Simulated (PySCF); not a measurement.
# Diatomics with 29 electrons

PBE in PySCF with def2-SVPD on every atom, for the lowest determinant that a PBE0 search found; no spin–orbit coupling. All have 29 electrons, 9 of them in the valence shells, and the same state, a doublet (σ ↑). For ions De leads to the atom and ion picked by measured ionisation energies and electron affinities.

| species | difference of nuclear charges | Re (Å) | ωe (cm⁻¹) | k (mdyn/Å) | De (eV) | dissociates to |
| --- | --- | --- | --- | --- | --- | --- |
| MgS⁻ | 4 | 2.264 | 448 | 1.62 | 2.25 | Mg + S⁻ |
| NaCl⁻ | 6 | 2.541 | 255 | 0.532 | 1.23 | Na + Cl⁻ |
| KF⁻ | 10 | 2.325 | 331 | 0.825 | 1.93 | K + F⁻ |
| CaO⁻ | 12 | 1.901 | 667 | 3.00 | 4.21 | Ca + O⁻ |
| CaF | 11 | 1.961 | 594 | 2.68 | 6.05 | Ca + F |

Problem. Which member of the whole set has the stiffest bond, and how does it compare with the softest?

Solution. CaO⁻ with k = 3.00 mdyn/Å, 5.6 times that of NaCl⁻.

For an ion De counts to the pair picked by the measured ionisation energies or electron affinities, which need not be the lowest pair at this level. The highest Kohn–Sham level is positive in some of these anions. Much of that is self-interaction error, but it also means that the finite basis helps to hold the extra electron. States were picked by a PBE0 search and need not be the measured ground states.
